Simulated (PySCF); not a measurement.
MgZn⁺ from Hartree–Fock to correlated methods

State: ²Σ⁺ (doublet), unpaired electrons σ ↑. Set-up: basis Mg 6-31G(d,p), Zn 6-31G(d,p); no relativity; PySCF 2.14. De refers to Mg⁺ + Zn in their ground configurations, without counterpoise correction. The functionals are run spin-unrestricted. A positive dipole points towards Zn; it is taken about the centre of mass and depends on that origin.

```json
{"Level": "ROHF", "Re (Å)": "2.828", "ωe (cm⁻¹)": "187", "De (eV)": "0.84", "μ (D)": "-3.19", "CPU s a point (SCF and correlation, without the integrals)": "0.12"}
{"Level": "ROHF-MP2", "Re (Å)": "2.650", "ωe (cm⁻¹)": "231", "De (eV)": "1.18", "μ (D)": "n/a", "CPU s a point (SCF and correlation, without the integrals)": "0.28"}
{"Level": "ROHF-SCS-MP2", "Re (Å)": "2.670", "ωe (cm⁻¹)": "225", "De (eV)": "1.14", "μ (D)": "n/a", "CPU s a point (SCF and correlation, without the integrals)": "n/a"}
{"Level": "PBE", "Re (Å)": "2.567", "ωe (cm⁻¹)": "246", "De (eV)": "1.63", "μ (D)": "-3.70", "CPU s a point (SCF and correlation, without the integrals)": "0.69"}
{"Level": "r²SCAN", "Re (Å)": "2.574", "ωe (cm⁻¹)": "248", "De (eV)": "1.55", "μ (D)": "-3.84", "CPU s a point (SCF and correlation, without the integrals)": "1"}
{"Level": "M06-L", "Re (Å)": "2.577", "ωe (cm⁻¹)": "248", "De (eV)": "1.57", "μ (D)": "-3.60", "CPU s a point (SCF and correlation, without the integrals)": "1.1"}
{"Level": "r²SCANh", "Re (Å)": "2.593", "ωe (cm⁻¹)": "242", "De (eV)": "1.50", "μ (D)": "-3.84", "CPU s a point (SCF and correlation, without the integrals)": "1.1"}
{"Level": "PBE0", "Re (Å)": "2.622", "ωe (cm⁻¹)": "232", "De (eV)": "1.48", "μ (D)": "-3.67", "CPU s a point (SCF and correlation, without the integrals)": "1.2"}
{"Level": "B97-3", "Re (Å)": "2.663", "ωe (cm⁻¹)": "216", "De (eV)": "1.45", "μ (D)": "-3.76", "CPU s a point (SCF and correlation, without the integrals)": "0.59"}
{"Level": "HSE06", "Re (Å)": "2.614", "ωe (cm⁻¹)": "234", "De (eV)": "1.49", "μ (D)": "-3.75", "CPU s a point (SCF and correlation, without the integrals)": "1.4"}
```

Task: What does a quarter of exact exchange do here, going from PBE to PBE0?

Result: PBE0 less PBE: +5.5 pm in Re, -5.7 % in ωe, -0.15 eV in De. Exact exchange removes part of the self-interaction that spreads semilocal densities, and in most molecules shortens and stiffens the bond and lowers De; here Re and ωe go the other way.

Task: What does the step from GGA to meta-GGA do here, going from PBE to r²SCAN?

Result: r²SCAN less PBE: +0.7 pm in Re, +0.8 % in ωe, -0.08 eV in De. 

Task: What does second-order correlation do here, going from ROHF to ROHF-MP2?

Result: ROHF-MP2 less ROHF: -17.8 pm in Re, +23.5 % in ωe, +0.34 eV in De. Correlation nearly always deepens the well. The bond shortens, as in weak, metallic or heavy-atom bonds, where dispersion and the correlation of outer-core electrons pull the atoms together.

Correlated steps freeze 6 core orbitals. Correlated levels converge slowly with the basis: in double zeta they bind strong bonds too weakly, by up to about 1 eV, and carry superposition errors of some tenths. For an ion De counts to the pair picked by the measured ionisation energies or electron affinities, which need not be the lowest pair at this level. The state is the lowest determinant that a PBE0 search found; another state may lie lower at other levels.

The whole job (state search and all levels along the bond) took about 2.4 min on 1 thread of Arm Neoverse V1 (shared host), peak memory 0.64 GiB.
